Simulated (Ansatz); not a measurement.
## Reading a saddle point

A first-order saddle point of SiNH$_{4}$F$_{3}$, singlet, PBE0-D4/def2-TZVP, with one imaginary mode of 1441i cm⁻¹:

```xyz
9
angstrom
Si -0.5695 -0.3698 -0.3212
N 0.7982 0.7254 0.2168
F -0.1312 -1.7468 -0.9779
F -0.9391 0.4078 -1.6798
F -1.9529 -0.1571 0.4277
H 0.6362 -0.2020 1.0590
H -0.0108 -1.0653 1.1892
H 1.6260 0.7297 -0.3705
H 0.5431 1.6781 0.4567
```

Ansatz 0.2.0; basis: def2-TZVPP and def2-QZVPP; cores frozen in the correlated methods. Extrapolation: Hartree–Fock as exp(−7.88 √X), correlation as X^−2.97.

Task: Which contacts change along the imaginary mode, and what lies on either side? (Judge from chemistry; the calculation decides.)

Result: Computed: The step is SiNH₂F₃ ([NH2][Si]([F])([F])[F]) + H₂ → SiHF₃ ([F][SiH]([F])[F]) + NH₃ (still joined by a long Si–N bond), with the molecules in contact on both sides. Shortening one way: Si1–H7, N2–H6; lengthening the same way: Si1–N2, H6–H7.
```tsv
pair	one side (Å)	saddle (Å)	other side (Å)
Si1–H7	4.38	1.75	1.47
N2–H6	2.86	1.26	1.01
Si1–N2	1.67	1.83	2.21
H6–H7	0.75	1.09	2.69
```

Task: Which side is lower, and how far does the saddle lie above each? (An estimate is asked for; the value comes from the calculation.)

Result: The calculation gives: The side with Si1–N2, H6–H7 short is lower by 0.282 eV; the saddle lies 2.276 eV above it and 1.995 eV above the other (CCSD(T) at an estimated basis limit (MP2 extrapolated from triple and quadruple zeta, plus CCSD(T) − MP2 in triple zeta); electronic energies).

No T1 diagnostic of these runs exceeds 0.012.

Labels in which every atom is bracketed show which atoms are joined, not bond orders.

For scale, one of the runs: CCSD(T)/def2-TZVPP, 222 basis functions, launched by `ansatz run in.yaml --threads 4 --pin off --events-out ev --progress --plain --max-ram 9574MiB`. Hardware: 4 CPU threads of an Intel Xeon Platinum 8259CL, shared host. Wall time 92 s; peak host memory 3.8 GiB.
